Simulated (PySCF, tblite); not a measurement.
C₇H₅FSi.
SMILES: `C#C[Si](F)(C#C)C#CC`

Computed, not measured: CAM-B3LYP/def2-SVPD in PySCF (dipole) on a GFN2-xTB geometry, gas phase.

Take the most abundant isotopes and a rigid rotor. 

(1) Give the principal moments of inertia and the rotational constants in MHz.

(2) What kind of rotor is it?

(3) Is it planar, by Δ = Ic − Ia − Ib?

(4) Predict some low-J microwave lines.

Results:

(1) Ia = 329.83, Ib = 584.09, Ic = 712.71 u·Å²; 505379 MHz·u·Å²/I gives A = 1532, B = 865.2, C = 709.1 MHz.

(2) An asymmetric top; Ray's κ = -0.621.

(3) Not planar: Δ = Ic − Ia − Ib = -201.21 u·Å². For a rigid frame Δ = −2 Σ m c², so Σ m c² = 100.60 u·Å² lies off the ab plane: 5.70 from hydrogen and 94.91 from heavier atoms. The atom farthest from that plane is 1.86 Å away.

(4) The dipole components are |μa| = 1.74 D, |μb| = 0.01 D, |μc| = 2.28 D. Intensities carry the squares of the components, which stand as 0.58 : 0.00 : 1.00 (a : b : c). Some lines, for components of 0.1 D or more:

```csv
type,branch,"J(Ka,Kc)",MHz,lower level (cm⁻¹)
c,Q,"3(1,3) ← 3(0,3)",380,0.311
a,Q,"2(1,1) ← 2(1,2)",468,0.175
c,Q,"2(1,2) ← 2(0,2)",535,0.157
c,Q,"1(1,1) ← 1(0,1)",667,0.053
a,R,"1(0,1) ← 0(0,0)",1574,0.000
c,Q,"2(2,1) ← 2(1,1)",2001,0.190
c,R,"1(1,0) ← 0(0,0)",2397,0.000
a,R,"2(1,2) ← 1(1,1)",2993,0.075
a,R,"2(1,1) ← 1(1,0)",3305,0.080
c,Q,"3(3,1) ← 3(2,1)",3621,0.418
c,R,"2(1,1) ← 1(0,1)",4128,0.053
a,R,"3(2,2) ← 2(2,1)",4723,0.257
a,R,"3(2,1) ← 2(2,0)",4817,0.258
c,R,"2(2,0) ← 1(1,0)",5330,0.080
c,R,"2(2,1) ← 1(1,1)",5462,0.075
c,R,"3(2,1) ← 2(1,1)",6842,0.190
c,R,"3(2,2) ← 2(1,2)",7192,0.175
```

Its lowest GFN2-xTB frequency is 16i cm⁻¹, too small to tell a flat minimum from a shallow saddle. Zero-point vibration and centrifugal distortion are left out. A rigid rotor knows nothing of internal rotation, which can split or shift real lines.
